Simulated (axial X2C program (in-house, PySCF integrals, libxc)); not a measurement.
Bond lengths and stretching modes, held linear, of NGaN²⁺

Computed with an in-house all-electron X2C program for linear molecules (integrals from PySCF): two-component X2C with atomic mean-field Coulomb and Gaunt terms, Gaussian nuclei, basis N dyall-av3z, Ga dyall-v3z with contracted cores. Spin-free rows use the one-electron spin-free X2C Hamiltonian.

Masses N 14.003, Ga 68.926, N 14.003 u. States: 2c Ω = 5/2 (beyond evenly filled blocks: ω = -1/2, 2 × ω = 3/2); spin-free M_S = 5/2, Λ = 0 (beyond evenly filled blocks: σα, 2 × π+α, 2 × π-α).

MP2, spin-free: energies above the lowest point

```
r(N–Ga) (Å)  r(Ga–N) (Å)  E (meV)
     2.0231       2.0231    27.40
     2.0231       2.0750    14.67
     2.0231       2.1269    20.86
     2.0750       2.0231    14.67
     2.0750       2.0750     0.00
     2.0750       2.1269     4.35
     2.0750       2.1788    23.67
     2.1269       2.0231    20.86
     2.1269       2.0750     4.35
     2.1269       2.1269     7.04
     2.1788       2.0750    23.67
     2.1788       2.1788    41.20
```

Problem. Fit a quadratic surface with cubic terms in each bond: where is the minimum, and what are the two stretching wavenumbers?

Solution. At MP2, spin-free: bonds 2.089 and 2.089 Å; harmonic stretches 343.8 and 447.3 cm⁻¹; force constants 1.07, 1.07 and coupling -0.10 mdyn/Å.

The other levels and Hamiltonians give:

```json
{"Hamiltonian": "2c", "level": "PBE0", "r(N–Ga) (Å)": "2.078", "r(Ga–N) (Å)": "2.078", "lower stretch (cm⁻¹)": "318.6", "upper stretch (cm⁻¹)": "405.6"}
{"Hamiltonian": "2c", "level": "HF", "r(N–Ga) (Å)": "2.197", "r(Ga–N) (Å)": "2.197", "lower stretch (cm⁻¹)": "290.6", "upper stretch (cm⁻¹)": "347.4"}
{"Hamiltonian": "2c", "level": "B3LYP", "r(N–Ga) (Å)": "2.112", "r(Ga–N) (Å)": "2.112", "lower stretch (cm⁻¹)": "287.3", "upper stretch (cm⁻¹)": "373.6"}
{"Hamiltonian": "2c", "level": "MP2", "r(N–Ga) (Å)": "2.089", "r(Ga–N) (Å)": "2.089", "lower stretch (cm⁻¹)": "343.6", "upper stretch (cm⁻¹)": "447.1"}
{"Hamiltonian": "spin-free", "level": "PBE0", "r(N–Ga) (Å)": "2.077", "r(Ga–N) (Å)": "2.077", "lower stretch (cm⁻¹)": "318.6", "upper stretch (cm⁻¹)": "405.8"}
{"Hamiltonian": "spin-free", "level": "HF", "r(N–Ga) (Å)": "2.197", "r(Ga–N) (Å)": "2.197", "lower stretch (cm⁻¹)": "290.8", "upper stretch (cm⁻¹)": "347.6"}
{"Hamiltonian": "spin-free", "level": "B3LYP", "r(N–Ga) (Å)": "2.112", "r(Ga–N) (Å)": "2.112", "lower stretch (cm⁻¹)": "287.4", "upper stretch (cm⁻¹)": "373.7"}
```

Each state is one determinant, the lowest of a limited PBE0 search; the stretches come from a fit to these few points and carry an uncertainty of a few per cent. Other orders of the atoms were not compared. The levels spread by more than a fifth, so the stretches depend strongly on the method. MP2 freezes inner shells (threshold -2 hartree). A multiply charged ion may be only metastable. The molecule was held linear; bending was not examined, so a bent shape may lie lower. Note: several unpaired electrons, one determinant need not be a pure state.
